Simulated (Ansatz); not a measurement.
## From Si to Sn: the HOMO–LUMO gap

One atom is swapped for its congeners: C8H4Si `C#C[Si](C#C)(C#C)C#C`; C8H4Ge `C#[C][Ge]([C]#C)([C]#C)[C]#C`; C8H4Sn `C#[C][Sn]([C]#C)([C]#C)[C]#C`. All are singlets with charge 0.

Shapes, held fixed at every level: PBE0-D4/def2-TZVP. Programs: Ansatz 0.2.0. Values in eV.

**Question.** How should the HOMO–LUMO gap change along the series?

**Answer.** At wB97M-V/def2-TZVPP the HOMO–LUMO gap isn't monotonic: it is largest for Ge and smallest for Si (12.05 and 11.72 eV). 3 of 6 levels show this order throughout; 3 agree on the largest and the smallest. The two largest values are nearly level. For atoms past krypton def2 sets carry core potentials with scalar relativity. Relativity is left out for Ge unless named. Orbital gaps aren't excitation energies, and the LUMO depends on the basis.

| level | C8H4Si | C8H4Ge | C8H4Sn |
| --- | --- | --- | --- |
| SPW92/def2-TZVPP | 5.27 | 5.56 | 5.60 |
| PBE-D4/def2-TZVPP | 5.32 | 5.60 | 5.66 |
| BHLYP-D4/def2-TZVPP | 9.51 | 9.80 | 9.78 |
| PBE0-D4/def2-TZVPP | 7.44 | 7.74 | 7.77 |
| wB97X-V/def2-TZVPP | 11.98 | 12.30 | 12.28 |
| wB97M-V/def2-TZVPP | 11.72 | 12.05 | 12.00 |
